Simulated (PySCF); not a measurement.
AlBFH$_{2}$O (calculated)

Calculation on a computer-drawn molecule: the log of a Hartree-Fock and frozen-core CCSD(T) single point meant for a local Hartree-Fock minimum, with one planted fault or none, to be diagnosed. Offsets are logged minus clean, where the clean run is the same molecule without the fault. The reference is restricted for singlets and unrestricted otherwise, and also for a bond in bohr or an excited solution. Adding or removing an electron swaps singlet and doublet. The excited solution moves the top pair (singlet) or top alpha electron (doublet) to the lowest empty orbital. Highest occupied and lowest empty are orbital energies over both spins, largest force is the largest gradient component, triples share is (T) over the correlation energy, the T1 limit is 0.02 restricted and 0.045 unrestricted, electrons count all cores, a negative frequency is imaginary (commonest isotopes), and the dipole is about the centre of nuclear charge. Program: PySCF 2.14.0.

```yaml
- formula: AlBFH2O
  logged_structure:
    atoms_angstrom:
      - [B, -3.0198, 0.0744, 0.6308]
      - [O, -2.2791, 0.7903, -0.3309]
      - [Al, -1.4404, 1.6008, -1.4195]
      - [F, -0.5993, 2.4135, -2.5109]
      - [H, -2.548, -0.0058, 1.7182]
      - [H, -4.0539, -0.3887, 0.2733]
  given:
    meant_charge: 1
    meant_multiplicity: 1
    meant_basis: "cc-pV(D+d)Z"
    logged_electrons: 35
    logged_basis_functions: 75
    logged_SCF_converged: "yes"
    logged_spin_squared: 0.7794
    "logged_highest_occupied [eV]": -27.588
    "logged_lowest_empty [eV]": -15.394
    "logged_largest_force [hartree/bohr]": 0.10996
    logged_T1_diagnostic: 0.026312
    logged_D1_diagnostic: 0.11322
    logged_triples_share: 0.024611
    logged_CC_converged: "yes"
    "logged_dipole_magnitude [debye]": 10.578
    logged_SCF_stable_within_its_kind: "yes"
    "logged_energy_HF [hartree]": -441.3235
    "logged_energy_CCSD(T) [hartree]": -441.83229
    possible_faults: "no fault, one electron removed, one electron added, multiplicity raised by two, geometry at a saddle point, SCF held on an excited solution, minimal basis STO-3G, one bond length entered in bohr, all coordinates scaled"
    drawn_bonds_atom: [1, 2, 3, 1, 1]
    drawn_bonds_other_atom: [2, 3, 4, 5, 6]
    drawn_bonds_order: [1, 1, 1, 1, 1]
  results:
    planted_fault: "one electron removed"
    "HF_energy_offset_from_clean_run [kcal/mol]": 377.9
    "CCSD(T)_energy_offset_from_clean_run [kcal/mol]": 386.0
```
